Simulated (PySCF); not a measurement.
## Correlation energy of Cd (cadmium, neutral)

[Kr] 4d10 5s1 5p1, high-spin 3P determinant (an excited configuration). Computed with PySCF 2.14 in x2c-TZVPPall, with scalar relativity by spin-free X2C-1e. Frozen: [Kr]; 12 electrons correlated.

```tsv
level	correlation energy (mhartree)
CCSD	-369.81
(T)	-10.51
CCSD(T)	-380.32
```

Diagnostics: T1 = 0.012, D1 = 0.0514, largest double amplitude 0.033.

Cost of the coupled-cluster step: of the order of 11 core-seconds, for 12 correlated electrons.

The basis was made for the ground configuration and has no added diffuse functions, which can raise the energy of the promoted electron.
